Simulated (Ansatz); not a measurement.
Stepwise reaction of `OB(Cl)Cl` with methanol, as a gas-phase model of exchange steps in deposition or etching. ΔE in kJ/mol.

Computed with Ansatz on PBE0-D4/def2-TZVP structures; ΔE is electronic, products minus reactants. CCSD(T)/CBS is the MP2 limit (def2-TZVPP, def2-QZVPP) plus CCSD(T) − MP2 in def2-TZVPP, frozen cores. This one scheme is used for every species. Functionals use def2-TZVPP. B3LYP here is the variant with VWN-RPA as its local correlation; programs differ in this. Each species was taken in one conformer, which may not be the lowest.

```csv
step,reaction,PBE-D4,B3LYP-D4,ωB97M-V,CCSD(T)/CBS
2,`COB(O)Cl` + CH₃OH → `COB(O)OC` + HCl,-33.1,-42.5,-40.5,-41.5
```

Problem. Give the row of step 1, `OB(Cl)Cl` + CH₃OH → `COB(O)Cl` + HCl. (Estimate.)

Solution. Ansatz gave: 
```csv
step,reaction,PBE-D4,B3LYP-D4,ωB97M-V,CCSD(T)/CBS
1,`OB(Cl)Cl` + CH₃OH → `COB(O)Cl` + HCl,-44.4,-54.1,-52.7,-53.0
```

Problem. By hand: ΔE of the 2 steps together at CCSD(T)/CBS.

Solution. (-53.0) + (-41.5) = -94.5 kJ/mol, or -47.2 kJ/mol a step.

In ΔE each step is higher than the one before. All are downhill at CCSD(T)/CBS. PBE-D4 differs from CCSD(T)/CBS by 8.4 to 8.6 kJ/mol a step. Isolated molecules leave out the surface, adducts and barriers. Largest T1 diagnostic: 0.012.
